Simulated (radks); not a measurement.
The numbers below are computed, except where a source is named.
Spin polarisation of the 5d2 shell in neutral hafnium. Start: [Xe] 4f14 5d(up 1, down 1) 6s2; electrons of 5d are moved from spin down to spin up, other shells keep equal spins. Code: a radial shooting solver on a logarithmic mesh with Libxc functionals. Model: scalar-relativistic Kohn-Sham, PBE, spin-polarised, spherical densities, finite nucleus; Fermi nuclear charge, rms radius of each element as measured or else 0.836 A^(1/3) + 0.57 fm.

[
 {"moment (Bohr magnetons)": "0", "E - E(0) (eV)": "0.000", "e(5d up) (eV)": "-2.690", "e(5d down) (eV)": "-2.690", "6s down minus up (eV)": "0.000", "4f down minus up (eV)": "0.000", "5p down minus up (eV)": "0.000"},
 {"moment (Bohr magnetons)": "0.5", "E - E(0) (eV)": "-0.033", "e(5d up) (eV)": "-2.817", "e(5d down) (eV)": "-2.549", "6s down minus up (eV)": "0.208", "4f down minus up (eV)": "0.037", "5p down minus up (eV)": "0.215"},
 {"moment (Bohr magnetons)": "1", "E - E(0) (eV)": "-0.134", "e(5d up) (eV)": "-2.927", "e(5d down) (eV)": "-2.392", "6s down minus up (eV)": "0.417", "4f down minus up (eV)": "0.074", "5p down minus up (eV)": "0.430"},
 {"moment (Bohr magnetons)": "1.5", "E - E(0) (eV)": "-0.301", "e(5d up) (eV)": "-3.020", "e(5d down) (eV)": "-2.220", "6s down minus up (eV)": "0.626", "4f down minus up (eV)": "0.110", "5p down minus up (eV)": "0.644"},
 {"moment (Bohr magnetons)": "2", "E - E(0) (eV)": "-0.533", "e(5d up) (eV)": "-3.095", "e(5d down) (eV)": "-2.032", "6s down minus up (eV)": "0.836", "4f down minus up (eV)": "0.146", "5p down minus up (eV)": "0.856"}
]

At moment 2 the spin-polarisation energy is -0.533 eV and the 5d exchange splitting 1.063 eV, that is 0.531 eV per Bohr magneton; E = -I m^2/4 would give I = 0.533 eV.
